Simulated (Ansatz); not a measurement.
Reaction (formal loss of a carbene): `C[Te][SiH](O)F` → `[CH2]` (triplet) + `O[SiH](F)[TeH]`

Computed with Ansatz on PBE0-D4/def2-TZVP structures; ΔE is electronic, products minus reactants. CCSD(T)/CBS adds triple-zeta CCSD(T) − MP2 to the extrapolated MP2 energy (def2 sets, frozen cores). This one scheme is used for every species. Functionals use def2-TZVPP. Triplets are unrestricted, without spin–orbit coupling. Elements past krypton have def2 core potentials. For Te outer-core shells are correlated without core-valence functions, which leaves a few kJ/mol of doubt a bond. One conformer a species, not always the lowest.

(1) Is it downhill or uphill in electronic energy at CCSD(T)/CBS, and by how much? (Best estimate.)

(2) What do these levels give: PBE0-D4, ωB97M-V, B2PLYP, HF/def2-TZVPP, MP2/CBS(def2), CCSD/CBS(def2)? (An estimate is asked.)

Largest T1 diagnostic among the species: 0.012.

Results:

(1) The calculation gave: Uphill: ΔE = +4.56 eV.

(2) Ansatz gave: PBE0-D4 4.48, ωB97M-V 4.52, B2PLYP 4.42, HF/def2-TZVPP 2.93, MP2/CBS(def2) 4.74, CCSD/CBS(def2) 4.43 eV.

From PBE to PBE0 (25 % exact exchange), in def2-TZVPP and without D4, ΔE moves by −0.10 eV. The D4 term adds +0.13 eV with B3LYP and +0.07 eV with PBE0; it sums over pairs of atoms, weighted by their polarisabilities, and B3LYP, whose exchange is more repulsive, gets the larger term.

B3LYP here is the variant with VWN-RPA as its local correlation; programs differ in this.
